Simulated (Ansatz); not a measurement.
Consider the formal exchange of groups at the Si–C bond: `O[Si](O)(Cl)C[SiH2]Cl` + `F[SiH2]Cl` → `O[Si](O)(Cl)[SiH](F)Cl` + `C[SiH2]Cl`.

Computed with Ansatz on PBE0-D4/def2-TZVP structures; ΔE is electronic, products minus reactants. CCSD(T)/CBS adds triple-zeta CCSD(T) − MP2 to the extrapolated MP2 energy (def2 sets, frozen cores). This one scheme is used for every species. DFT in def2-TZVPP. B3LYP here is the variant with VWN-RPA as its local correlation; programs differ in this. One conformer a species, not always the lowest.

| level | ΔE (kJ/mol) |
| --- | --- |
| B3LYP-D4 | 31.5 |
| PBE | 18.3 |

(1) What does CCSD(T)/CBS give? (Estimate.)

Largest T1 diagnostic among the species: 0.011.

Results:

(1) Computed: +40.6 kJ/mol. The listed levels differ from it by -9.1, -22.3 kJ/mol.

From PBE to PBE0 (25 % exact exchange), in def2-TZVPP and without D4, ΔE moves by +7.9 kJ/mol. The D4 term adds +6.6 kJ/mol with B3LYP and +3.6 kJ/mol with PBE0; it sums over pairs of atoms, weighted by their polarisabilities, and B3LYP, whose exchange is more repulsive, gets the larger term. In def2-TZVPP, CCSD(T) changes the Hartree–Fock value by +5.3 kJ/mol (the triples alone add +0.6 kJ/mol) and MP2 by +11.8 kJ/mol.
